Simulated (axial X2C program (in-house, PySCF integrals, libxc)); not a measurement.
**Spectroscopic constants of SbF⁺**

Calculated with an axial X2C code built on PySCF integrals. Spin-free means the one-electron spin-free X2C Hamiltonian; two-component (2c) means X2C with spin–orbit coupling and atomic mean-field two-electron Coulomb and Gaunt terms, so the difference of the two also holds small scalar two-electron terms. Basis: Sb dyall-cv3z [11s12p8d4f1g], F dyall-av3z [7s6p3d2f] (cores contracted in-house); Gaussian nuclei, density fitting, unrestricted open shells. Masses: Sb 120.904 u, F 18.998 u.

State, spin-free: M_S = 1/2, Λ = 1 (beyond evenly filled blocks: π+α); electrons by block: σα: 13, σβ: 13, π+α: 7, π+β: 6, π-α: 6, π-β: 6, δ+α: 2, δ+β: 2, δ-α: 2, δ-β: 2. Fragments: Sb+ + F.

State, 2c: Ω = 1/2 (⟨Sz⟩ = -0.49, ⟨Lz⟩ = 0.99 at PBE0); electrons by block: 1/2: 20, -1/2: 19, 3/2: 8, -3/2: 8, 5/2: 2, -5/2: 2. Fragments: Sb+ + F.

| Hamiltonian | level | Re (Å) | ωe (cm⁻¹) | ωexe (cm⁻¹) | Be (cm⁻¹) | αe (cm⁻¹) | De (eV) | D0 (eV) | μ (D) |
| --- | --- | --- | --- | --- | --- | --- | --- | --- | --- |
| spin-free | PBE0 | 1.848 | 723.2 | 2.7 | 0.3006 | 0.00167 | 4.30 | 4.25 | -2.71 |
| spin-free | HF | 1.823 | 775.3 | 2.72 | 0.3091 | 0.00163 | 2.21 | 2.17 | -3.02 |
| spin-free | MP2 | 1.857 | 720.8 | 2.69 | 0.2978 | 0.00164 | 4.56 | 4.52 | n/a |
| spin-free | CCSD | 1.848 | 734.2 | 2.73 | 0.3005 | 0.00165 | 4.08 | 4.03 | n/a |
| spin-free | CCSD(T) | 1.856 | 718.2 | 2.78 | 0.2979 | 0.00168 | 4.26 | 4.22 | n/a |
| spin-free | BP86 | 1.876 | 678.4 | 2.71 | 0.2918 | 0.0017 | 4.78 | 4.74 | -2.55 |
| 2c | PBE0 | 1.851 | 719.3 | 2.7 | 0.2998 | 0.00167 | n/a | n/a | -2.76 |
| 2c | HF | 1.825 | 771.2 | 2.72 | 0.3082 | 0.00164 | n/a | n/a | -3.06 |
| 2c | CCSD | 1.851 | 730.4 | 2.74 | 0.2997 | 0.00165 | n/a | n/a | n/a |
| 2c | CCSD(T) | 1.859 | 714.7 | 2.78 | 0.2972 | 0.00168 | n/a | n/a | n/a |
| 2c | BP86 | 1.878 | 674.7 | 2.71 | 0.291 | 0.00171 | n/a | n/a | -2.60 |

Correlated methods: 11 electrons correlated (number of frozen shells: Sb 4 s, 3 p, 2 d; F 1 s), 257 virtual spin orbitals or spinors in MP2, 90 natural virtuals in coupled cluster.

Dipoles are positive if F is the positive end and refer to the centre of mass.

The state is a single determinant with fixed occupations, the lowest that a limited PBE0 search found. De is counted from the lowest determinant-based energies of the atoms at the same level, without counterpoise correction. De is not given where an atomic determinant may have missed its ground term or J level, or where the truncated virtual space spoils (T). Density functionals use the spin component along the axis (collinear). Coupled cluster ran in a truncated set of natural virtual spinors; the MP2 energy of the rest was added. (T) has no such correction and the atoms are truncated less, which lowers De at CCSD(T) by a hundredth of an eV or more. The functionals have no current-density term, which raises determinants with orbital currents, atoms included. With the outer-core shells frozen, correlated bond lengths of heavy atoms tend to come out a few hundredths of an ångström too long.

No reliable constants came from MP2 (2c): no minimum in range, unconverged points, a curve that is not smooth, a change of character along it, or the two Hamiltonians disagreeing along it.

Rough cost a point (2c) on 1 thread(s) of a shared host, integrals apart: PBE0 0.7 s, HF 0.4 s, CCSD(T) 7 s, BP86 0.4 s.

The whole task took 2.7 min on 1 thread of Intel(R) Xeon(R) Processor @ 2.30GHz, on a shared host.
